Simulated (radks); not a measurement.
The numbers below are computed, except where a source is named.
Species: Mn IV. Configuration: [Ar] 3d4.

Level of theory: scalar-relativistic Kohn-Sham, BLYP, spin-polarised, spherical densities, point nucleus; open shells are filled with parallel spins first (a radial shooting solver on a logarithmic mesh with Libxc functionals).

Energy parts (eV):
| part | energy |
|---|---|
| total | -31474.827 |
| kinetic | 31826.114 |
| electron-nucleus | -74337.840 |
| Hartree | 12437.406 |
| exchange-correlation | -1400.507 |

Orbitals (lengths in bohr, moments of r in powers of bohr):
orbital  occ.  eigenvalue (eV)  <1/r>      <r>
1s down     1        -6468.064  24.93  0.06090
1s up       1        -6468.054  24.93  0.06090
2s up       1        -781.3730  5.299   0.2797
2s down     1        -779.4485  5.308   0.2792
2p up       3        -667.5933  5.199   0.2474
2p down     3        -666.1210  5.208   0.2468
3s up       1        -123.2599  1.679   0.8428
3s down     1        -118.6014  1.670   0.8467
3p up       3         -91.7666  1.549   0.8869
3p down     3         -87.2365  1.536   0.8941
3d up       4         -42.6896  1.247    1.034
3d down     0         -38.5359  1.214    1.076

The highest occupied level is 3d up at -42.690 eV. Spin moment in Bohr magnetons: 4. The density falls to 0.001 e/bohr^3 at r = 2.75 bohr.
